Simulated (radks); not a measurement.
The numbers below are computed, except where a source is named.
Spherical jellium clusters: N electrons in a uniform positive sphere of charge N and radius rs N^(1/3), rs = 5.29 bohr. Level of theory: non-relativistic Kohn-Sham, LDA (Slater exchange, Perdew-Wang correlation), spin-polarised, spherical densities (a radial shooting solver with Libxc functionals). Levels are named by radial order and angular momentum (1s, 1p, 1d, 2s, ...), and open shells are averaged over m.

N = 8, configuration 1s2 1p6. This is the lowest configuration that the search found. Occupied and some empty levels:

| level | occupation | eigenvalue (eV) | <r> (bohr) |
|---|---|---|---|
| 1s | 2 | -3.2975 | 7.083 |
| 1p | 6 | -2.5953 | 8.343 |
| 1d | 0 | -1.7010 | 9.468 |
| 2s | 0 | -1.2611 | 8.920 |
| 1f | 0 | -0.71019 | 10.80 |

Energy (eV): total -14.2023, kinetic 8.1163, external -195.99, Hartree 97.572, exchange-correlation -22.669, background 98.763. Static polarisability (adiabatic kernel): 1544 bohr^3, against R^3 = 1184 for a classical metal sphere.

Electron density:

| r (bohr) | n(r) (e/bohr^3) |
|---|---|
| 0.759 | 0.0009531 |
| 1.60 | 0.001094 |
| 2.45 | 0.001313 |
| 3.30 | 0.001574 |
| 4.14 | 0.001830 |
| 4.99 | 0.002023 |
| 5.83 | 0.002103 |
| 6.68 | 0.002031 |
| 7.52 | 0.001801 |
| 8.37 | 0.001452 |
| 9.21 | 0.001053 |
| 10.1 | 0.0006862 |
| 10.9 | 0.0004036 |
| 11.8 | 0.0002212 |
| 12.6 | 0.0001137 |
| 13.4 | 0.00005647 |
| 14.3 | 0.00002693 |
| 15.1 | 0.00001267 |
| 16.0 | 5.796e-06 |
| 16.8 | 2.617e-06 |
